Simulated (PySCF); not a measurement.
Compound: C₆H₉NSi.
Numbering: `[N:1]#[C:2][Si@@H:3]1[CH2:4][C@H:5]1[CH:6]1[CH2:7][CH2:8]1` (hydrogens: H9 on Si3; H10, H11 on C4; H12 on C5; H13 on C6; H14, H15 on C7; H16, H17 on C8)

Computed, not measured: PySCF 2.14.0, PBE0-D3(BJ)/def2-SVP geometry optimisation, gas phase.

Q: Give the optimised bond lengths and angles.

A: 
```json
{"bond": "N1≡C2", "length (Å)": "1.161"}
{"bond": "C2–Si3", "length (Å)": "1.839"}
{"bond": "Si3–C4", "length (Å)": "1.855"}
{"bond": "C4–C5", "length (Å)": "1.539"}
{"bond": "C5–C6", "length (Å)": "1.496"}
{"bond": "C6–C7", "length (Å)": "1.505"}
{"bond": "C7–C8", "length (Å)": "1.501"}
{"bond": "Si3–C5", "length (Å)": "1.866"}
{"bond": "C6–C8", "length (Å)": "1.498"}
{"bond": "Si3–H9", "length (Å)": "1.477"}
{"bond": "C4–H10", "length (Å)": "1.096"}
{"bond": "C4–H11", "length (Å)": "1.095"}
{"bond": "C5–H12", "length (Å)": "1.098"}
{"bond": "C6–H13", "length (Å)": "1.096"}
{"bond": "C7–H14", "length (Å)": "1.094"}
{"bond": "C7–H15", "length (Å)": "1.093"}
{"bond": "C8–H16", "length (Å)": "1.093"}
{"bond": "C8–H17", "length (Å)": "1.094"}
```

A selection of angles:
```json
{"angle": "N1–C2–Si3", "degrees": "179.5"}
{"angle": "C2–Si3–C4", "degrees": "116.8"}
{"angle": "C2–Si3–C5", "degrees": "117.2"}
{"angle": "C4–Si3–C5", "degrees": "48.9"}
{"angle": "Si3–C4–C5", "degrees": "65.9"}
{"angle": "C4–C5–C6", "degrees": "119.0"}
{"angle": "Si3–C5–C4", "degrees": "65.2"}
{"angle": "Si3–C5–C6", "degrees": "122.5"}
{"angle": "C5–C6–C7", "degrees": "120.0"}
{"angle": "C5–C6–C8", "degrees": "120.4"}
{"angle": "C7–C6–C8", "degrees": "60.0"}
{"angle": "C6–C7–C8", "degrees": "59.8"}
{"angle": "C6–C8–C7", "degrees": "60.2"}
```

Dihedral angles: C2–Si3–C4–C5 -104° (anticlinal); Si3–C4–C5–C6 -115° (anticlinal); C4–C5–C6–C7 -98° (anticlinal); C5–C6–C7–C8 -110° (anticlinal); C2–Si3–C5–C4 103° (anticlinal); C5–C6–C8–C7 109° (anticlinal).

The 3-membered ring C6–C7–C8 has internal angles of 59.8° to 60.2°. The 3 C–Si bonds span 1.839 Å (C2–Si3, drawn single) to 1.866 Å (Si3–C5, drawn single), a spread of 0.027 Å. Si3 (SiH silicon) has angles from 48.9° to 123.3°. The 3-membered ring Si3–C4–C5 has internal angles of 48.9° to 65.9°. The C–C distances run from 1.496 Å (C5–C6, drawn single) to 1.539 Å (C4–C5, drawn single), a spread of 0.043 Å.

Point group: C1 (no symmetry element, even within 0.4 Å). Stationary, but not proved a minimum. The numbers are those of one conformer.
